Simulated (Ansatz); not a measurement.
Al6N7H20²⁺, a cluster cut from zinc blende AlN (hydrogen-capped). Total charge 2; doublet. Geometry PBE-D4/def2-SVP; atoms count from 1.

```xyz
33

N    -2.5972   -0.8050    0.8900
N     3.3675   -0.5790    0.0830
N    -0.6599    1.4344    1.3934
N     0.4677   -1.3995    0.8062
N    -1.3097   -1.4139   -1.7890
N     0.8894    0.7627   -1.2102
N    -2.1629    1.4362   -1.2069
Al    2.2390   -1.1640    1.5839
Al   -0.8928   -0.4649    1.8220
Al   -2.8006   -0.4089   -1.0201
Al    2.6872    1.1490   -0.5640
Al   -0.4180    1.9883   -0.4720
Al    0.5104   -1.1284   -1.1056
H    -3.3522   -0.3232    1.4141
H    -2.8556   -1.7992    1.0358
H     3.4424   -1.2910   -0.6674
H     4.3447   -0.4621    0.4126
H    -1.4575    1.9619    1.7931
H     0.1322    1.8021    1.9501
H     0.2911   -2.4073    0.9922
H    -1.5186   -2.4284   -1.7317
H    -1.2946   -1.2650   -2.8155
H     0.9662    1.0293   -2.2124
H    -2.8860    2.0805   -0.8342
H    -2.1821    1.6765   -2.2160
H     2.0917    0.6812    1.9378
H     2.7793   -2.1953    2.6463
H    -0.9189   -0.7998    3.3665
H    -4.2285   -0.6972   -1.6222
H     2.2327    1.4188    1.2484
H     3.6203    2.1370   -1.3621
H    -0.0853    3.5200   -0.6753
H     1.5587   -2.0460   -1.8705
```

Single mean-field runs in def2-TZVP are fitted with def2-universal-jkfit. In the charge 2 doublet, H26 and H30 lie 1.02 Å apart (atoms count from 1), so these atoms are partly bonded to each other.

Q: Estimate the Mulliken populations of the heavy atoms from the PBE0/def2-TZVP orbitals of Ansatz.

A: 
| atom | charge (e) | spin (α − β) |
| --- | --- | --- |
| N1 | -0.55 | 0.00 |
| N2 | -0.56 | 0.00 |
| N3 | -0.54 | 0.00 |
| N4 | -0.45 | 0.01 |
| N5 | -0.53 | 0.00 |
| N6 | -0.45 | 0.01 |
| N7 | -0.55 | 0.00 |
| Al8 | 0.39 | 0.25 |
| Al9 | 0.32 | 0.01 |
| Al10 | 0.39 | 0.00 |
| Al11 | 0.39 | 0.26 |
| Al12 | 0.32 | 0.01 |
| Al13 | 0.27 | 0.00 |
Mulliken values depend strongly on the basis.

Q: Where does the spin sit?

A: Summed by element: N 0.02, Al 0.54, H 0.45, of 1 unpaired in all. Largest on single atoms: Al11 0.26, Al8 0.25, H26 0.18.

Q: And the Mayer bond orders between heavy atoms (over 0.3)?

A: N1–Al9 0.74 (1.97 Å); N1–Al10 0.74 (1.96 Å); N2–Al8 0.74 (1.97 Å); N2–Al11 0.74 (1.97 Å); N3–Al9 0.74 (1.96 Å); N3–Al12 0.74 (1.96 Å); N4–Al8 0.77 (1.95 Å); N4–Al9 0.79 (1.94 Å); N4–Al13 0.80 (1.93 Å); N5–Al10 0.74 (1.96 Å); N5–Al13 0.75 (1.97 Å); N6–Al11 0.77 (1.95 Å); N6–Al12 0.79 (1.94 Å); N6–Al13 0.80 (1.93 Å); N7–Al10 0.74 (1.96 Å); N7–Al12 0.74 (1.97 Å).
